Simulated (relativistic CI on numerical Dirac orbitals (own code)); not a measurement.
**Crystal-field levels of Rh³⁺, 4d6**

Calculated by Dirac-Coulomb-Breit CI, separate exchange-only KLI orbitals for each configuration, model QED (radiative potential, 1s self-energy scaled to tabulated hydrogen-like ionisation energies), valence Slater integrals scaled by 0.75, one configuration in a parametric crystal field (own radial code).

Field parameters in Wybourne normalisation: Td as Oh with Dq negative (B⁴₀ = 21Dq, B⁴₄ = √(5/14) B⁴₀). The field is a parameter set, without covalency.

S and J are read from ⟨S²⟩ = S(S + 1) and ⟨J²⟩ = J(J + 1) of each level; they are not fictitious spins.

Td, 10Dq = -2650 cm⁻¹, the lowest 16 levels:

```csv
E (cm⁻¹),Degeneracy,Irrep,S,J
0.0,1,A1,1.98,3.79
110,3,T1,1.98,3.74
205,2,E,1.98,3.68
468,3,T2,1.98,3.52
894,1,A2,1.99,3.00
2588,3,T2,1.98,3.40
3307,3,T1,1.99,3.03
3470,2,E,1.98,2.50
4120,3,T2,1.98,2.23
4346,3,T1,1.98,1.58
4524,1,A1,1.97,0.95
13185,3,T2,0.97,4.05
13543,2,E,1.01,4.13
13672,1,A1,0.98,5.65
13781,3,T1,0.99,5.37
14937,3,T2,0.97,5.15
```

Td, 10Dq = -19650 cm⁻¹, the lowest 16 levels:

```
E (cm⁻¹)  Degeneracy  Irrep     S     J
     0.0           2      E  1.19  3.76
     200           3     T2  1.10  3.76
     850           3     T1  1.35  4.07
     860           1     A1  1.41  4.17
    3488           1     A2  2.00  3.00
    3766           3     T2  1.92  3.16
    4014           2      E  1.87  3.28
    4438           3     T1  1.74  3.69
    4690           1     A1  1.69  3.94
    9246           3     T2  0.14  4.57
   10309           2      E  0.11  4.76
   17712           1     A1  0.41  3.83
   18361           3     T1  1.00  5.01
   18473           3     T2  1.01  4.89
   18598           2      E  1.05  4.04
   18740           3     T2  1.02  4.18
```

Td, 10Dq = -17550 cm⁻¹, the lowest 16 levels:

```tsv
E (cm⁻¹)	Degeneracy	Irrep	S	J
0.0	2	E	1.43	3.59
349	3	T2	1.34	3.61
366	1	A1	1.66	3.78
461	3	T1	1.64	3.71
1972	1	A2	2.00	3.00
2588	3	T2	1.74	3.34
2987	2	E	1.68	3.47
3770	3	T1	1.47	4.10
4099	1	A1	1.43	4.37
9517	3	T2	0.20	4.56
10595	2	E	0.16	4.79
16726	3	T2	1.47	3.99
16818	3	T1	1.01	4.98
16886	2	E	1.21	3.98
16931	3	T2	1.13	4.77
16966	1	A1	0.85	3.69
```

The free-ion ground term has S = 2. The field overcomes the spin-pairing energy for Td, 10Dq = -19650 cm⁻¹, where the ground state has lower spin; these fields are assumed values.

Levels of this model without a field, named by their leading LS term (the scale mimics covalency, so terms lie below those of the real free ion): ⁵D4 0, ⁵D3 1537, ⁵D2 2360, ⁵D1 2927, ⁵D0 3190, ³H4 14967, ³H6 15049, ³H5 15420 cm⁻¹.
